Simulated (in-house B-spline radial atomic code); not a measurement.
Successive ionisation energies of lead; each step leads to the configuration of the next row (after the last: bare). NIST's values go from ground level to ground level; the uncertainty of those that are theory runs from under 0.1 % in few-electron ions to several per cent in heavy many-electron ones. Computed with a radial B-spline atomic code at the basis-set limit: non-relativistic Hartree-Fock, average of the configuration, point nuclei.

This level leaves out relativity, spin-orbit splitting included, which matters for heavy ions.

| ion | configuration | ionisation energy (eV) | tabulated value (eV) | tabulated kind | computed minus tabulated (eV) | highest orbital | largest mean radius (bohr) |
| --- | --- | --- | --- | --- | --- | --- | --- |
| Pb74+ | [He] 2s2 2p4 | 20071.3 | 20380 | tabulated theory | -309 | 2p | 0.075661 |
| Pb75+ | [He] 2s2 2p3 | 20442.2 | 20750 | tabulated theory | -308 | 2p | 0.075381 |
| Pb76+ | [He] 2s2 2p2 | 20815.9 | 23460 | tabulated theory | -2644 | 2p | 0.075103 |
| Pb77+ | [He] 2s2 2p1 | 21192.3 | 23940 | tabulated theory | -2748 | 2p | 0.074826 |
| Pb78+ | [He] 2s2 | 21660.3 | 24550 | tabulated theory | -2890 | 2s | 0.074551 |
| Pb79+ | [He] 2s1 | 21990.2 | 24938.2 | tabulated theory | -2948 | 2s | 0.074297 |
| Pb80+ | 1s2 | 90093.1 | 99491.8 | tabulated theory | -9399 | 1s | 0.018377 |
| Pb81+ | 1s1 | 91484.7 | 101336.7 | tabulated theory | -9852 | 1s | 0.018293 |

**Question.** Where is the largest jump?

**Answer.** From Pb79+ to Pb80+, by a factor of 4.10 (21990 to 90093 eV); the highest orbital goes from 2s to 1s.
